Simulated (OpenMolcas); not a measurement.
## 3d³ along the 21-electron sequence

```json
{
 "Program": "OpenMolcas 26.06",
 "Method": "SS-CASPT2, IPEA 0.25 Eh, imaginary shift 0.1 Eh",
 "Basis": "ANO-RCC-VTZP",
 "Scalar Hamiltonian": "DKH2, point nucleus",
 "Spin-orbit coupling": "state interaction with AMFI integrals over the reference wave functions, term energies averaged over their components"
}
```

Active space for each ion: 3 electrons in 5 orbitals (3d); closed shells correlated by CASPT2: 3s 3p.

Computed levels in cm-1 above ⁴F_3/2:

| Level | V2+ | Cr3+ | Mn4+ | Ni7+ |
| --- | --- | --- | --- | --- |
| ⁴F_5/2 | 154 | 247 | 374 | 989 |
| ⁴F_7/2 | 366 | 583 | 881 | 2290 |
| ⁴F_9/2 | 632 | 1001 | 1506 | 3850 |
| ²G_7/2 | 11840 | 15110 | 18110 | 26520 |
| ²G_9/2 | 12070 | 15470 | 18630 | 27740 |
| ⁴P_1/2 | 12080 | 14610 | 17170 | 24300 |
| ⁴P_3/2 | 12150 | 14720 | 17320 | 24580 |
| ⁴P_5/2 | 12320 | 15000 | 17760 | 25830 |
| ²D_3/2(1) | 16180 | 20370 | 24130 | 34330 |
| weight of ⁴F in the lowest level (%) | 100 | 100 | 100 | 100 |

Mixed levels, with the weight of the term that names them: Cr3+ ²D_3/2(1) (70 %), Mn4+ ²D_3/2(1) (68 %), Ni7+ ²D_3/2(1) (65 %).

Measured, with the error of the calculation in %. Measured levels: V2+ from Sugar and Corliss, J. Phys. Chem. Ref. Data 7, 1191 (1978); Cr3+ from Sugar and Corliss, J. Phys. Chem. Ref. Data 6, 317 (1977); Mn4+ from Corliss and Sugar, J. Phys. Chem. Ref. Data 6, 1253 (1977); Ni7+ from Corliss and Sugar, J. Phys. Chem. Ref. Data 10, 197 (1981).

```
    Level           V2+          Cr3+          Mn4+          Ni7+
   ⁴F_5/2    146 (+6.2)    236 (+4.6)    359 (+4.2)   1012 (-2.3)
   ⁴F_7/2    342 (+7.3)    556 (+4.9)    835 (+5.5)   2184 (+5.0)
   ⁴F_9/2    584 (+8.2)    946 (+5.9)   1412 (+6.6)   3721 (+3.4)
   ²G_7/2  11966 (-1.1)  15052 (+0.4)  17892 (+1.2)              
   ²G_9/2  12187 (-1.0)  15402 (+0.4)  18399 (+1.3)              
   ⁴P_1/2  11514 (+4.9)  14059 (+3.9)  16434 (+4.5)  23261 (+4.4)
   ⁴P_3/2  11592 (+4.8)  14177 (+3.8)  16595 (+4.4)  23710 (+3.7)
   ⁴P_5/2  11770 (+4.7)  14471 (+3.7)  17049 (+4.2)  24669 (+4.7)
²D_3/2(1)                20650 (-1.4)
```

The fine-structure level ⁴F_9/2 changes by a factor of 6.09 from V2+ to Ni7+. Its fourth root runs 5.01, 5.62, 6.23, 7.88, with steps per unit of Z of 0.61, 0.60, 0.55; equal steps would mean a (Z - σ)^4 law with constant σ.

²G_7/2 changes by a factor of 2.24 over the same range, with steps per unit of Z of +3270, +3000, +2800 cm-1.

Term energies are means over components that CASPT2 splits; among the terms shown or strongly mixed into the levels shown the widest spread is 900 cm-1 (3d³ ⁴F, Cr3+). The CASPT2 spread within a term exceeds the gap to the next term for 3d³ ²D(1) and 3d³ ²P, so the order of their levels is uncertain, and so are names and mixing where such terms share a J (figures for Cr3+; the like holds for Mn4+, Ni7+). Measured partners are found by configuration, term and J. A level has none where our copy of the source lacks it or the pairing is in doubt (some pairs that miss far off the trend of their configuration count as doubtful), and it then counts in no deviation. Only configurations of the active space appear.

A number in round brackets counts repeated terms of one configuration in the order of the reference energies.
